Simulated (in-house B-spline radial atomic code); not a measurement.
The numbers below are computed, except where a source is named.
Two electrons in InAs: a Gaussian well −V exp(−r²/w²) with V = 38.4 meV and w = 177 nm

For InAs the NSM archive of the Ioffe Institute lists m* = 0.023 m0 and ε = 15.15. In so narrow a gap the band flattens within tens of meV, so real spacings are smaller, by up to some tenths.

Effective-mass model with parabolic bands, a uniform dielectric constant, no image charges, no central-cell or spin-orbit terms. Two-electron levels come from full CI in B-splines with partial waves to l = 5 (up to 0.001 effective hartree above the limit).

Problem. What are the effective units, and what is the potential in them?

Solution. Ha* = 27211.386 meV × 0.023/15.15² = 2.727 meV and a* = 0.0529177 nm × 15.15/0.023 = 34.86 nm. V = 14.1 Ha* and w = 5.07 a*.

In these units the lowest s and p orbitals lie at -12.565644 and -11.567809, and their Coulomb and exchange integrals are J_ss = 0.798567, J_sp = 0.660712 and K_sp = 0.1311. Full CI gives -24.401056 for the ground singlet, -23.621001 for the sp triplet, -23.409756 for the sp singlet and -22.681343 for the lowest triplet of two s orbitals.

Problem. What does it cost to add the second electron, to first order and exactly?

Solution. To first order E = 2ε_s + J_ss = -24.332721, so the charging energy E(2) − 2E(1) is J_ss = 2.178 meV. CI gives -24.401056 − 2 × (-12.565644) = 0.730232, or 1.991 meV: relaxation and correlation lower it by 0.1863 meV, 8.6 % of J_ss. The s² configuration of one-electron orbitals holds 97.3 % of the state, and the mean radius is 42.1 nm. The second electron is bound by ε_s − E = 32.27 meV, against 34.26 meV for the first.

Problem. How far above the singlet do the triplets lie?

Solution. To first order the sp triplet lies at ε_s + ε_p + J_sp − K_sp = -23.603808, which is 1.988 meV above 2ε_s + J_ss. CI gives -23.621001 − (-24.401056) = 0.780055, or 2.127 meV, 78 % of the orbital spacing of 2.721 meV. The ss triplet lies 4.689 meV up, so the lower of the two is the sp one, and its gap equals k_BT at 24.7 K. The sp singlet-triplet splitting is 0.576 meV, against 2K_sp = 0.7148 meV.
